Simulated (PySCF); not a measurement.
**Correlation energy of Bi⁻ (bismuth, charge -1)**

[Xe] 4f14 5d10 6s2 6p4, high-spin 3P determinant. Computed with PySCF 2.14 in aug-cc-pVTZ-PP with ECP60MDF, with scalar relativity through the core potential. Frozen: 5s2 5p6 5d10; 6 electrons correlated.

```csv
level,correlation energy (mhartree)
CCSD,-89.92
(T),-3.74
CCSD(T),-93.66
```

Diagnostics: T1 = 0.011, D1 = 0.0210, largest double amplitude 0.050.

Task: Is a single reference adequate?

Result: Yes, within this model without spin-orbit coupling: T1 lies below 0.03 and no double amplitude reaches 0.07.

Spin-orbit coupling is strong in this species, so the high-spin LS determinant is a model state.
